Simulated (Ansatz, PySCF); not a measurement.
C₂H₁₀Si₄, SMILES [SiH3][SiH2][Si@@H]1C=C[SiH2]1.

Geometry optimised at B3LYP-D3(BJ)/def2-SVP. The structure was generated by enumeration; whether it is a known compound was not checked. The values are those of a single conformer.

Vertical ionisation energy (IE) and electron affinity (EA) in eV. Rows of orbital energies are one-electron estimates. Where ΔSCF, EOM or ADC give a negative EA the extra electron is unbound and the value depends on the basis.

```tsv
level	IE	EA
−ε(HOMO), −ε(LUMO), HF/def2-TZVP (PySCF)	9.61	-2.46
−ε(HOMO), −ε(LUMO), PBE/def2-TZVP (PySCF)	6.37	1.91
ΔSCF, CAM-B3LYP/def2-SVPD (Ansatz), final states of multiplicity 2 and 2	?	?
ΔSCF, PBE/def2-SVPD (Ansatz), final states of multiplicity 2 and 2	8.74	-0.32
```

Q: Complete the blanks. (An estimate is asked for; the answer gives what the named calculation found.)

A: 
- ΔSCF, CAM-B3LYP/def2-SVPD (Ansatz, a first-principles code), final states of multiplicity 2 and 2, IE: 9.13
- ΔSCF, CAM-B3LYP/def2-SVPD (Ansatz), final states of multiplicity 2 and 2, EA: -0.71

Q: What vertical singlet–triplet gap does ΔSCF give with CAM-B3LYP/def2-SVPD (Ansatz) and with PBE/def2-SVPD (Ansatz)? (The exact figures need the calculation; the answer reports its results.)

A: 4.10 and 4.06 eV (triplet above singlet where positive).
